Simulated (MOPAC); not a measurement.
Input for MOPAC: PM3 on C3H4N2 (a complex), monomers drawn apart or pushed together.

```
PM3 1SCF PRECISE CHARGE=0 THREADS=1
C3H4N2

C      0.33629930 1     0.29153299 1     0.28050844 1
N     -0.60582657 1    -0.34621066 1     0.13864775 1
H      1.21049486 1     0.88082344 1     0.45005079 1
C     -0.48011868 1    -0.58541036 1     4.94104259 1
C      0.68797186 1     0.23887773 1     4.68619216 1
N      1.60563164 1     0.88903335 1     4.44651955 1
H     -1.19186038 1    -0.04772182 1     5.56756600 1
H     -0.95538737 1    -0.83337757 1     3.99037256 1
H     -0.18869343 1    -1.50651939 1     5.44588483 1
```

Program output:

```
*******************************************************************************
 **                                                                           **
 **                              MOPAC v23.2.5                                **
 **                                                                           **
 *******************************************************************************
 ** MOPAC's Digital Object Identifier: https://doi.org/10.5281/zenodo.6511958 **
 **                                                                           **
 ** Please cite the open-source release paper for use of this MOPAC version:  **
 ** J. E. Moussa and J. J. P. Stewart (2026)                                  **
 ** MOPAC: An open-source semiempirical molecular orbital program             **
 ** J. Open Source Softw., 11(119), 8025, https://doi.org/10.21105/joss.08025 **
 *******************************************************************************

                              PM3 CALCULATION RESULTS

 *******************************************************************************
 *  PM3        - The PM3 Hamiltonian to be used
 *
 *
 *
 *                 CHARGE ON SYSTEM = 0
 *
 *
 *
 *  PRECISE    - TIGHTER CRITERIA TO BE USED
 *  1SCF       - DO 1 SCF AND THEN STOP
 *  THREADS=1  - MULTI-THREADING NOT USED
 *  T=         - A TIME OF 172800.0 SECONDS REQUESTED
 *  DUMP=N     - RESTART FILE WRITTEN EVERY 7200.0 SECONDS REQUESTED
 *******************************************************************************
PM3 1SCF PRECISE CHARGE=0 THREADS=1
 C3H4N2

   ATOM   CHEMICAL          X               Y               Z
  NUMBER   SYMBOL      (ANGSTROMS)     (ANGSTROMS)     (ANGSTROMS)

     1       C          0.33629930  *   0.29153299  *   0.28050844  *
     2       N         -0.60582657  *  -0.34621066  *   0.13864775  *
     3       H          1.21049486  *   0.88082344  *   0.45005079  *
     4       C         -0.48011868  *  -0.58541036  *   4.94104259  *
     5       C          0.68797186  *   0.23887773  *   4.68619216  *
     6       N          1.60563164  *   0.88903335  *   4.44651955  *
     7       H         -1.19186038  *  -0.04772182  *   5.56756600  *
     8       H         -0.95538737  *  -0.83337757  *   3.99037256  *
     9       H         -0.18869343  *  -1.50651939  *   5.44588483  *



          CARTESIAN COORDINATES

    NO.       ATOM           X           Y           Z

     1         C          0.3363      0.2915      0.2805
     2         N         -0.6058     -0.3462      0.1386
     3         H          1.2105      0.8808      0.4501
     4         C         -0.4801     -0.5854      4.9410
     5         C          0.6880      0.2389      4.6862
     6         N          1.6056      0.8890      4.4465
     7         H         -1.1919     -0.0477      5.5676
     8         H         -0.9554     -0.8334      3.9904
     9         H         -0.1887     -1.5065      5.4459

  H: (PM3): J. J. P. STEWART, J. COMP. CHEM. 10, 209 (1989).
  C: (PM3): J. J. P. STEWART, J. COMP. CHEM. 10, 209 (1989).
  N: (PM3): J. J. P. STEWART, J. COMP. CHEM. 10, 209 (1989).

           Empirical Formula: C3 H4 N2  =     9 atoms



      MOLECULAR POINT GROUP   :   Cs


      RHF CALCULATION, NO. OF DOUBLY OCCUPIED LEVELS = 13


 -------------------------------------------------------------------------------
 PM3 1SCF PRECISE CHARGE=0 THREADS=1
 C3H4N2



     1SCF WAS SPECIFIED, SO BFGS WAS NOT USED
     SCF FIELD WAS ACHIEVED


                              PM3 CALCULATION
                                                       MOPAC v23.2.5 Linux




          FINAL HEAT OF FORMATION =         55.80304 KCAL/MOL =     233.47993 KJ/MOL


          COSMO AREA              =        135.99 SQUARE ANGSTROMS
          COSMO VOLUME            =        114.75 CUBIC ANGSTROMS

          IONIZATION POTENTIAL    =         12.519091 EV
          HOMO LUMO ENERGIES (EV) =        -12.519  1.370
          NO. OF FILLED LEVELS    =         13
          MOLECULAR WEIGHT        =         68.0780         POINT GROUP:  Cs

          MOLECULAR DIMENSIONS (Angstroms)

            Atom       Atom       Distance
            H     7    H     3     5.72909
            N     6    N     2     4.19203
            H     9    H     3     1.74253


          SCF CALCULATIONS        =          1





   ATOM   CHEMICAL          X               Y               Z
  NUMBER   SYMBOL      (ANGSTROMS)     (ANGSTROMS)     (ANGSTROMS)

     1       C          0.33629930  *   0.29153299  *   0.28050844  *
     2       N         -0.60582657  *  -0.34621066  *   0.13864775  *
     3       H          1.21049486  *   0.88082344  *   0.45005079  *
     4       C         -0.48011868  *  -0.58541036  *   4.94104259  *
     5       C          0.68797186  *   0.23887773  *   4.68619216  *
     6       N          1.60563164  *   0.88903335  *   4.44651955  *
     7       H         -1.19186038  *  -0.04772182  *   5.56756600  *
     8       H         -0.95538737  *  -0.83337757  *   3.99037256  *
     9       H         -0.18869343  *  -1.50651939  *   5.44588483  *

                             CARTESIAN COORDINATES

   1    C        0.336299300     0.291532990     0.280508440
   2    N       -0.605826570    -0.346210660     0.138647750
   3    H        1.210494860     0.880823440     0.450050790
   4    C       -0.480118680    -0.585410360     4.941042590
   5    C        0.687971860     0.238877730     4.686192160
   6    N        1.605631640     0.889033350     4.446519550
   7    H       -1.191860380    -0.047721820     5.567566000
   8    H       -0.955387370    -0.833377570     3.990372560
   9    H       -0.188693430    -1.506519390     5.445884830


           Empirical Formula: C3 H4 N2  =     9 atoms



      MOLECULAR POINT GROUP   :   Cs


                  EIGENVALUES
 -34.17156 -31.44348 -28.20384 -19.79328 -17.37801 -15.64144 -15.63881 -13.40381
 -13.40024 -12.65056 -12.59951 -12.53240 -12.51909   1.36981   1.37385   1.50195
   1.51247   1.97150   2.17317   3.39255   3.73527   3.74362   6.50168   6.56792


              NET ATOMIC CHARGES AND DIPOLE CONTRIBUTIONS

  ATOM NO.   TYPE          CHARGE      No. of ELECS.   s-Pop       p-Pop
    1          C          -0.151905        4.1519     1.28037     2.87153
    2          N          -0.078635        5.0786     1.74372     3.33491
    3          H           0.230561        0.7694     0.76944
    4          C           0.043894        3.9561     1.09195     2.86416
    5          C          -0.152774        4.1528     1.28122     2.87155
    6          N          -0.080913        5.0809     1.74341     3.33751
    7          H           0.062173        0.9378     0.93783
    8          H           0.065461        0.9345     0.93454
    9          H           0.062139        0.9379     0.93786
 DIPOLE           X         Y         Z       TOTAL
 POINT-CHG.    -0.619    -0.477     0.659     1.022
 HYBRID         0.241     0.139     0.349     0.446
 SUM           -0.378    -0.337     1.007     1.128


          ATOMIC ORBITAL ELECTRON POPULATIONS

     Atom    s        px        py        pz
    1  C   1.28037   0.96836   0.95638   0.94679
    2  N   1.74372   1.17076   1.10713   1.05702
    3  H   0.76944
    4  C   1.09195   0.89418   0.95608   1.01389
    5  C   1.28122   0.96303   0.95725   0.95128
    6  N   1.74341   1.15211   1.11057   1.07483
    7  H   0.93783
    8  H   0.93454
    9  H   0.93786

 **********************
 *                    *
 * JOB ENDED NORMALLY *
 *                    *
 **********************




 == MOPAC DONE ==
```

The run finished.

Cost: very roughly 0.04 core-seconds.
